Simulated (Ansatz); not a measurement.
# Cost against result

The pair of N2 (SMILES N#N, atoms 1–2) and SiH3F (SMILES [SiH3]F, atoms 3–7), both closed shells, in one local arrangement (a lower one may exist), relaxed at PBE0-D4/def2-TZVP:

```
7
angstrom
N 0.5158 0.1477 -2.3252
N 0.2481 -0.3046 -3.2793
Si -0.1307 0.0592 1.1416
F -0.9446 -0.9893 0.2462
H 1.3169 -0.2099 0.9804
H -0.5406 -0.1304 2.5534
H -0.4651 1.4274 0.6830
```

Interaction energies are counterpoise-corrected; the time is that of the whole pair.

Computed with Ansatz 0.2.0 (basis: as named in each row); correlated methods freeze the cores. B3LYP uses VWN-RPA correlation. Extrapolation: Hartree–Fock as exp(−7.88 √X), correlation as X^−2.97.

Times are rough, for one single point on 4 threads of a shared host (Arm Neoverse V2).

The estimate by CCSD(T) at an estimated basis limit (MP2 extrapolated from triple and quadruple zeta, plus CCSD(T) − MP2 in triple zeta) is -3.6 kJ/mol.

| method | basis | time (s) | interaction energy (kJ/mol) | method less estimate |
| --- | --- | --- | --- | --- |
| HF | STO-3G | under 1 | -1.2 | 2.4 |
| PBE-D4 | STO-3G | under 1 | -3.8 | -0.2 |
| SPW92 | def2-SVP | under 1 | -5.6 | -2.1 |
| B3LYP-D4 | 6-31G | under 1 | -5.1 | -1.5 |
| PBE-D4 | def2-SVP | under 1 | -4.1 | -0.6 |
| PBE0-D4 | def2-SVP | under 1 | -4.0 | -0.4 |
| CCSD(T) | def2-SVP | under 1 | -1.8 | 1.8 |
| PBE-D4 | def2-TZVPPD | 1 | -4.1 | -0.5 |
| revPBE-D4 | def2-TZVPPD | 1 | -2.5 | 1.1 |
| BLYP-D4 | def2-TZVPPD | 1 | -2.6 | 1.0 |
| PBE0-D4 | def2-TZVPPD | 2 | -3.7 | -0.1 |
| HSE06-D4 | def2-TZVPPD | 2 | -3.7 | -0.1 |
| wB97M-V | def2-SVP | 2 | -3.9 | -0.4 |
| B3LYP-D4 | def2-TZVPPD | 2 | -3.2 | 0.4 |
| r2SCAN-D4 | def2-TZVPPD | 2 | -3.4 | 0.2 |
| B2PLYP | def2-TZVPPD | 3 | -1.3 | 2.3 |
| B97M-V | def2-TZVPPD | 4 | -3.8 | -0.2 |
| wB97X-V | def2-TZVPPD | 4 | -3.9 | -0.3 |
| wB97M-V | def2-TZVPPD | 5 | -3.6 | 0.0 |
| MP2 | def2-QZVPPD | 8 | -3.7 | -0.1 |
| CCSD(T) | def2-TZVPPD | 41 | -3.2 | 0.4 |

T1 diagnostic: at most 0.014.
